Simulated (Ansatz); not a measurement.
Li₃Se⁺, relaxed as a singlet with RKS r2SCAN-D4/def2-TZVP in Ansatz, starting from the GFN1-xTB geometry. Force threshold 0.02 eV/Å.

The structure comes from a short search, and lower isomers may exist.

Start:

Cartesian coordinates in Å:
```
Li -1.240 -1.357 1.189
Li 2.210 -0.134 -0.138
Li -1.022 1.412 -1.208
Se 0.052 0.078 0.156
```

Estimate the energy that the relaxation releases and the steps that it takes.

11.2 kJ/mol, in 5 steps; 7 s on 4 threads of Arm Neoverse V2 on a shared host. The force fell under the threshold at step 3, but the optimiser went on. No frequencies were taken in this run, so the end may be a saddle point.

Does the start keep its bonding?

By distances, no bond broke or formed. The bond that changes most is Li2–Se4, from 2.19 to 2.29 Å (atoms count from 1).

Predict the relaxed structure.


```
atom    x (Å)    y (Å)    z (Å)
 Li1  -1.2129  -1.4316   1.3206
 Li2   2.2882  -0.1554  -0.0569
 Li3  -1.0756   1.5785  -1.2726
 Se4   0.0003   0.0085   0.0090
```
Bond lengths (bridged metal pairs left out): 3 × Li–Se 2.29 Å.
